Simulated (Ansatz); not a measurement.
BH3Br− (SMILES [BH3-]Br): the vertical energy of the triplet above the singlet, rung by rung

BH3Br− has 5 atoms, charge -1, and is taken as a singlet. As SMILES, `[BH3-]Br`. Geometry: relaxed at GFN2-xTB.

Each level gives the vertical energy of the triplet above the singlet (eV). The values are calculated.

```tsv
level	kind	program	value (eV)	less FCI/STO-3G	CPU time (all runs)
HF/STO-3G	Hartree–Fock	Ansatz	11.26	-0.26	0.94 s
SVWN5/STO-3G	LDA	Ansatz	10.46	-1.06	4.8 s
BLYP/STO-3G	GGA	Ansatz	10.35	-1.17	8.2 s
revPBE/STO-3G	GGA	Ansatz	10.45	-1.07	8.4 s
r2SCAN/STO-3G	meta-GGA	Ansatz	10.58	-0.94	27 s
BHLYP/STO-3G	global hybrid	Ansatz	11.05	-0.47	20 s
CAM-B3LYP/STO-3G	range-separated hybrid	Ansatz	10.86	-0.66	12 s
B2PLYP/STO-3G	double hybrid	Ansatz	11.10	-0.42	30 s
CCSDT/STO-3G	coupled cluster or CI	Ansatz	11.52	0.00	4.8 s
FCI/STO-3G	exact in the basis	Ansatz	11.52	0.00	34 s
```

FCI/STO-3G is exact within its basis and frozen core, so for wave-function methods in that basis the difference is their error; functionals converge differently with the basis, so for them it is only a difference. All-electron rows without a relativistic Hamiltonian named are non-relativistic. Spin-orbit coupling, which can split open shells on such heavy atoms by tenths of an eV, is left out. Sets without diffuse functions describe the anion poorly. The values span 10.35 to 11.52 eV. A triplet this far above the singlet is often a Rydberg-like or dissociative state; sets without diffuse functions put Rydberg states too high. All rows use very small basis sets, so even the best lies far from the true value. In the correlated wave-function rows the outer d shell of Br is correlated, in sets not made for it. Times are those of the runs behind each value, whatever else they computed, on shared processors of several kinds: orders of magnitude only.
